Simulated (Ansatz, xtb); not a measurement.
Diatomic GaS+, multiplicity 3 (lowest of 2S+1 = 1, 3, 5 at CCSD(T)/def2-TZVPP on PBE0 minima; our sources give no spin for the ground state, which may be another). No spin–orbit coupling. Ga is treated without relativity.

The constants come from a fifth-degree fit in 1/R (seven points, main isotopes). In def2 and cc sets the state is the lowest found near the PBE0 minimum, followed along R.

Codes used: Ansatz (a first-principles code) with Gaussian orbitals; xtb for the GFN methods. Each number belongs to the level named beside it. The GFN methods have no spin term and hold the electronic entropy of 300 K.

| level | r_e (Å) | ω_e (cm⁻¹) | B_e (cm⁻¹) | α_e (cm⁻¹) |
|---|---|---|---|---|
| GFN1-xTB | 2.264 | 352 | 0.151 | 0.0013 |
| SVWN5/def2-TZVPP | 2.234 | 323 | 0.155 | 0.0015 |
| PBE/def2-TZVPP | 2.293 | 282 | 0.147 | 0.0017 |
| r2SCAN/def2-TZVPP | 2.237 | 324 | 0.154 | 0.0016 |
| B97M-V/def2-TZVPP | 2.271 | 287 | 0.150 | 0.0020 |
| B3LYP/def2-TZVPP | 2.334 | 237 | 0.142 | 0.0023 |
| PBE0/def2-TZVPP | 2.269 | 287 | 0.150 | 0.0020 |
| BHLYP/def2-TZVPP | 2.320 | 223 | 0.143 | 0.0031 |
| CAM-B3LYP/def2-TZVPP | 2.306 | 238 | 0.145 | 0.0027 |
| wB97X-V/def2-TZVPP | 2.270 | 269 | 0.150 | 0.0025 |
| wB97M-V/def2-TZVPP | 2.292 | 251 | 0.147 | 0.0027 |
| B2PLYP/def2-TZVPP | 2.295 | 260 | 0.147 | 0.0024 |
| CCSD/def2-TZVPP | 2.310 | 230 | 0.145 | 0.0031 |
| CCSD/def2-QZVPP | 2.289 | 237 | 0.147 | 0.0031 |
| CCSD(T)/def2-TZVPP | 2.290 | 261 | 0.147 | 0.0025 |
| CCSD(T)/def2-QZVPP | 2.274 | 265 | 0.149 | 0.0025 |
| CCSD(T)/CBS(def2-TZVPP, def2-QZVPP) | 2.265 | 268 | 0.150 | 0.0025 |

Correlated levels freeze the inner cores; with def2 sets outer-core shells near the valence are correlated too. CBS: X⁻³ extrapolation of the correlation energy, Hartree–Fock from the larger set.
